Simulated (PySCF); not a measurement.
SMILES FCC[C@]12CC[C@H]1C2, C7H11F

Geometry (Å), atoms numbered from 1 in this order:
```xyz
19

F    -2.1396    1.8097   -0.5271
C    -2.3495    0.5232   -0.0910
C    -1.2874   -0.4133   -0.6597
C     0.0502   -0.1869   -0.0163
C     0.9212    1.0471   -0.2447
C     2.1750    0.1481   -0.2035
C     1.2804   -1.0601    0.0382
C     0.4614   -0.8293    1.2740
H    -2.3106    0.5521    1.0028
H    -3.3542    0.2438   -0.4257
H    -1.6096   -1.4426   -0.4909
H    -1.2182   -0.2461   -1.7378
H     0.7567    1.5138   -1.2127
H     0.8515    1.8096    0.5302
H     2.7009    0.1101   -1.1548
H     2.8894    0.3637    0.5911
H     1.4520   -2.0448   -0.3648
H    -0.1407   -1.6622    1.6083
H     0.8613   -0.2266    2.0770
```

Method: TDDFT PBE0/def2-SVPD circular dichroism and optical rotation, one conformer, gas phase in PySCF 2.14.0. Geometry: GFN2-xTB.

The molecule is flexible and this is one conformer; a measurement averages over conformers. States above about 7.3 eV (minus the energy of the highest occupied orbital) lie near or above the ionisation threshold and depend on the basis.

**Question.** Draw the ECD and absorption spectra from the lowest 16 states, each a Gaussian of half-width 0.3 eV at 1/e height.

**Answer.** 
| E (eV) | λ (nm) | Δε (L mol⁻¹ cm⁻¹) | ε (L mol⁻¹ cm⁻¹) |
| --- | --- | --- | --- |
| 6.51 | 191 | +0.66 | 85.3 |
| 6.66 | 186 | +2.74 | 355 |
| 6.81 | 182 | +7.05 | 906 |
| 6.96 | 178 | +11.51 | 1460 |
| 7.11 | 174 | +12.19 | 1630 |
| 7.26 | 171 | +6.93 | 1590 |
| 7.41 | 167 | -3.84 | 1880 |
| 7.56 | 164 | -13.29 | 2520 |
| 7.71 | 161 | -11.51 | 2960 |
| 7.86 | 158 | -1.27 | 3040 |
| 8.01 | 155 | +5.69 | 3520 |
| 8.16 | 152 | +4.87 | 4700 |
| 8.31 | 149 | -2.39 | 5780 |
| 8.46 | 147 | -11.67 | 6260 |
| 8.61 | 144 | -15.09 | 6490 |

Δε uses R in velocity form, ε uses f in length form. Only the states computed contribute, so the short-wavelength end is incomplete.

The sign of the CD band at 149 nm isn't settled: the length form gives the opposite one.
